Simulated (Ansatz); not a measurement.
Basis-set extrapolation for CH7FOSi2 (`CO[SiH2][SiH2]F`) (PBE0-D4/def2-TZVP geometry, frozen core, Ansatz). Multiplicity 1, RHF reference.

```csv
,def2-TZVPP,def2-QZVPP
HF,-794.316607,-794.345717
MP2 correlation,-0.904913,-0.978929
CCSD(T) correlation,-0.986493,not run
```

Energies in hartree. Use E(X) = E(∞) + A·exp(−7.88·√X) for Hartree–Fock and E(X) = E(∞) + B·X^(−2.97) for correlation, with X = 3 and 4, and add CCSD(T) minus MP2 of the smaller set to the MP2 limit.

What is the CCSD(T) energy at the basis-set limit?

HF limit: -794.345717 + (-0.029110) × 0.13774 = -794.34973. MP2 limit: -0.978929 + (-0.074016) × 0.74074 = -1.03376. Higher-order term: -0.986493 − (-0.904913) = -0.08158. Total: -795.46507 hartree, 4.41 eV below CCSD(T)/def2-TZVPP.
